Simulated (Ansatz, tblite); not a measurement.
Isomers of Si₅H₂ (singlet), found by a short tight-binding search and relaxed with B3LYP-D4/def2-SVP in Ansatz.

The xTB rows come from tblite. B3LYP takes the VWN-RPA correlation. Correlated methods freeze 25 core orbitals.

Run but left out: HF/def2-TZVPP (A: restricted singlet, unstable towards broken spin symmetry).

A: The restricted singlet is unstable towards broken spin symmetry in Hartree–Fock (as tested in another run); at PBE-D4/def2-TZVP, r2SCAN-D4/def2-TZVP, B3LYP-D4/def2-TZVP, PBE0-D4/def2-TZVP and others this wasn't settled. At CCSD(T)/def2-TZVPP T1 of the charge 0 singlet is large (up to 0.023), so the single-reference result is doubtful. At CCSD(T)/def2-TZVPP the restricted singlet (for correlated methods, its reference) is unstable: a solution with broken spin symmetry lies lower. B: The restricted singlet is unstable towards broken spin symmetry in Hartree–Fock (as tested in another run); at r2SCAN-D4/def2-TZVP, B3LYP-D4/def2-TZVP, PBE0-D4/def2-TZVP, r2SCAN0-D4/def2-TZVP this wasn't settled. At CCSD(T)/def2-TZVPP T1 of the charge 0 singlet is large (up to 0.033), so the single-reference result is doubtful. At CCSD(T)/def2-TZVPP the restricted singlet (for correlated methods, its reference) is unstable: a solution with broken spin symmetry lies lower. C: At CCSD(T)/def2-TZVPP T1 of the charge 0 singlet is large (up to 0.024), so the single-reference result is doubtful.

Other spin states weren't relaxed.

A:

Cartesian coordinates in Å:
```
Si 0.3070 1.2155 0.3276
Si 0.0999 -1.2267 0.1173
Si -1.9989 -2.0532 0.5073
Si 1.8491 0.2032 -1.1393
Si -1.7428 0.2263 0.6465
H 0.7052 -0.0634 -2.1272
H 0.7805 1.6984 1.6677
```

B:

```xyz
7

Si    0.692    1.101   -0.811
Si   -1.320    1.094    0.358
Si    1.384   -0.082    1.070
Si   -0.692   -1.101    0.811
Si   -0.065   -1.012   -1.428
H     1.362    2.165   -1.595
H    -1.362   -2.165    1.595
```

C:

```
atom    x (Å)    y (Å)    z (Å)
 Si1  -1.0009   1.5836   0.0340
 Si2  -0.0830  -0.5660  -1.7843
 Si3  -0.3455  -0.7421   0.7029
 Si4   1.1477   0.7123  -0.2627
 Si5  -2.2141  -0.4199  -0.6213
  H6  -0.0722  -1.6140   1.8716
  H7   2.5681   1.0462   0.0598
```

**Question.** Estimate which lies lowest at each level, and how far above it the others are (eV).

**Answer.** 
```tsv
level	A	B	C
GFN1-xTB	0.61	0.10	0.00
GFN2-xTB	0.00	0.35	0.86
PBE-D4/def2-TZVP	1.36	0.05	0.00
r2SCAN-D4/def2-TZVP	1.45	0.10	0.00
B3LYP-D4/def2-TZVP	1.26	0.00	0.07
PBE0-D4/def2-TZVP	1.49	0.08	0.00
r2SCAN0-D4/def2-TZVP	1.54	0.13	0.00
MP2/def2-TZVPP	1.59	0.20	0.00
CCSD/def2-TZVPP	1.36	0.00	0.01
CCSD(T)/def2-TZVPP	1.36	0.00	0.01
```
Point groups (tolerance 0.1 Å): A not assigned, B D3h, C Cs. Lower isomers may exist.
